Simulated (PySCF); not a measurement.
System: CH3Te (charge 0, doublet). It need not be the lowest isomer of its formula. 
Geometry from a B3LYP-D3(BJ)/def2-TZVP (Ansatz) optimisation:
```xyz
5

Te     0.2547     0.0887    -0.2003
C     -1.3803    -0.4786     1.0935
H     -1.0225    -1.1553     1.8637
H     -2.1075    -0.9922     0.4653
H     -1.8339     0.4091     1.5241
```
Charge 0, spin multiplicity 2.

Dispersion corrections to the total energy (kcal/mol) from the dftd3 and dftd4 libraries through PySCF: D3(BJ) without and D4 with the three-body term, each with the damping fitted for the functional named.

```csv
functional,D3(BJ),D4
B2PLYP,-1.61,-1.09
revPBE,-4.53,-5.00
TPSS,[?],-2.15
r2SCAN,[?],-0.34
HSE06,-1.20,-1.23
BLYP,[?],-3.61
B2GP-PLYP,-1.58,-0.65
```

Q: What belongs in the gaps?

A: 
- TPSS, D3(BJ): -2.26
- r2SCAN, D3(BJ): -0.44
- BLYP, D3(BJ): -4.03
